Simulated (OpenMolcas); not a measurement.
**Mn3+: moving or changing the point charges**

Mn3+ among 6 point charges of -1 e arranged as a tetragonal octahedron (D4h), 1.69 Å from the ion, with the axial distance 1.555 Å.
```
   1.6900    0.0000    0.0000  -1.00
   0.0000    1.6900    0.0000  -1.00
  -1.6900    0.0000    0.0000  -1.00
   0.0000   -1.6900    0.0000  -1.00
   0.0000    0.0000    1.5548  -1.00
   0.0000    0.0000   -1.5548  -1.00
```

- Program: OpenMolcas 26.06
- Method: SS-CASPT2, IPEA 0.25 Eh, imaginary shift 0.1 Eh (closed shells correlated: 3s 3p)
- Basis: ANO-RCC-VDZP [5s4p2d1f]
- Scalar Hamiltonian: DKH2, point nucleus
- Active space: 4 electrons in 5 orbitals (3d)
- State averaging: 2S+1 = 5 even, 5 roots; 2S+1 = 3 even, 45 roots; 2S+1 = 1 even, 50 roots
- Spin-orbit coupling: state interaction with AMFI integrals over the reference wave functions

Runs around this geometry, states (labels of D4, the rotations of D4h). Energies in cm-1 above the lowest state or level, χT in cm3 K/mol.

```
R (Å)  q (e)  Axial / equatorial distance  Ground state  First state of that spin  First gap with spin-orbit (degeneracies)  χT at 300 K  First state of another spin
 1.69     -1                         0.85           5A1                  5B1 6500                                  6 (1, 2)        2.896                    3A2 20780
 1.69   -0.5                         0.92           5A1                  5B1 1540                                 12 (1, 2)        2.712                    3A2 22380
 1.62     -1                         0.92           5A1                  5B1 3380                                  6 (1, 2)        2.884                    3A2 19860
 1.69     -1                         0.92           5A1                  5B1 3010                                  7 (1, 2)        2.860                    3A2 20730
 1.85     -1                         0.92           5A1                  5B1 2340                                  9 (1, 2)        2.790                    3A2 21970
```

Taking the first state of the same spin as R^-n, n = -ln(2340 / 3380) / ln(1.85 / 1.62) = 2.8 between the shortest and longest distance.

Scaling the charges by -0.5 / -1 = 0.50 scales the first state of the same spin by 1540 / 3010 = 0.51; with fixed orbitals a first-order splitting would follow the charge.

Free-ion shares, where given, are those of the reference states; single-state CASPT2 does not remix them. The ground term spreads over less than 5000 cm-1, several times less than with real ligands, so orbital moments are less quenched and χT lies further from the spin-only value than at real sites (holds for R = 1.69, q = -0.5, ratio = 0.92). This is an electrostatic model: the charges have no orbitals. No measured value stands beside these numbers.
